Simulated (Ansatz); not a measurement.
Consider the ligand exchange at a Ge–N bond: `C[NH][GeH]([F])[F]` + HCl → `[F][GeH]([F])[Cl]` + CH₃NH₂.

Isolated molecules relaxed with PBE0-D4/def2-TZVP in Ansatz; ΔE leaves out vibrations. CCSD(T)/CBS adds triple-zeta CCSD(T) − MP2 to the extrapolated MP2 energy (def2 sets, frozen cores). This one scheme is used for every species. For Ge outer-core shells are correlated without core-valence functions, which leaves a few kJ/mol of doubt a bond. Scalar relativity is left out up to krypton. One conformer a species, not always the lowest.

`C[NH][GeH]([F])[F]`:

Z-matrix (Å, degrees):
```
C
N 1 1.454
H 1 1.091 2 109.4
H 1 1.096 2 113.5 3 -120.7
H 1 1.093 2 110.0 3 117.5
Ge 2 1.791 1 122.0 3 37.9
H 2 1.008 1 113.9 3 -175.6
F 6 1.733 2 113.2 1 58.4
F 6 1.724 2 106.6 1 -52.7
H 6 1.523 2 114.8 1 -176.4
```

HCl:

Cartesian coordinates in Å:
```
Cl -0.409 0.202 0.448
H 0.409 -0.202 -0.448
```

`[F][GeH]([F])[Cl]`:

```xyz
5

F    -0.856   -1.251    0.771
Ge   -0.099    0.056   -0.037
F     0.348    1.153    1.201
Cl    1.670   -0.672   -0.926
H    -1.064    0.714   -1.010
```

CH₃NH₂:

```xyz
7

C     0.394    0.334    0.237
N    -0.360   -0.716   -0.428
H    -0.199    1.194    0.580
H     1.166    0.709   -0.438
H     0.907   -0.084    1.107
H    -0.835   -0.352   -1.243
H    -1.075   -1.085    0.186
```

```
             species  CCSD/CBS(def2) energy (Eh)
`C[NH][GeH]([F])[F]`                 -2371.50784
                 HCl                  -460.37334
 `[F][GeH]([F])[Cl]`                 -2736.15846
              CH₃NH₂                   -95.73816
```

Work out ΔE.

ΔE = (-2736.15846) + (-95.73816) − (-2371.50784) − (-460.37334) = -0.01544 Eh = -40.5 kJ/mol. CCSD(T)/CBS gives -40.1 kJ/mol.

Largest T1 diagnostic among the species: 0.012.

Leaving LDA and LC-ωPBE aside and taking each functional with its dispersion term where it has one, the values, not all of them listed here, spread over 11.5 kJ/mol, from B97M-V to CAM-B3LYP-D4. LDA lies +11.4 kJ/mol from PBE without D4. The D4 term adds +4.6 kJ/mol with B3LYP and +2.7 kJ/mol with PBE0; it sums over pairs of atoms, weighted by their polarisabilities, and B3LYP, whose exchange is more repulsive, gets the larger term.

B3LYP here is the variant with VWN-RPA as its local correlation; programs differ in this.
